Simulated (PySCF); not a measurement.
Isomers of [C6H11OS]+ (charge +1), one GFN2-xTB conformer each. Single-point energies are computed at PBE0/pcSseg-1 (PySCF, gas phase, no added dispersion term), electronic only.

Problem. Rank them by PBE0/pcSseg-1 energy, lowest first (kJ/mol).
A. `[O:1]=[CH:2][CH2:3][S+:4]1[CH2:5][CH2:6][CH2:7][CH2:8]1` (charge +1) with O1–C2–C3–S4 4°, C2–C3–S4–C5 -168°, C3–S4–C5–C6 87°, S4–C5–C6–C7 39°, C5–C6–C7–C8 -50°, C6–C7–C8–S4 37°
B. `[CH3:1][C:2]#[C:3][CH2:4][S+:5]([CH3:6])([CH3:7])=[O:8]` (charge +1) with C3–C4–S5–C6 57°

Solution. A (0.0), B (303.9).

GFN2-xTB itself gives, in the same order: 0.0, 202.8. Both levels put the same isomer lowest.

Problem. Which frontier levels and rotational constants go with these structures?

Solution. 
```csv
SMILES,"HOMO (eV, PBE0/pcSseg-1)",LUMO (eV),"A, B, C (MHz)"
O=CC[S+]1CCCC1,-12.41,-5.39,"3444, 1232, 1085"
CC#CC[S+](C)(C)=O,-11.99,-4.58,"3330, 890.6, 878.5"
```
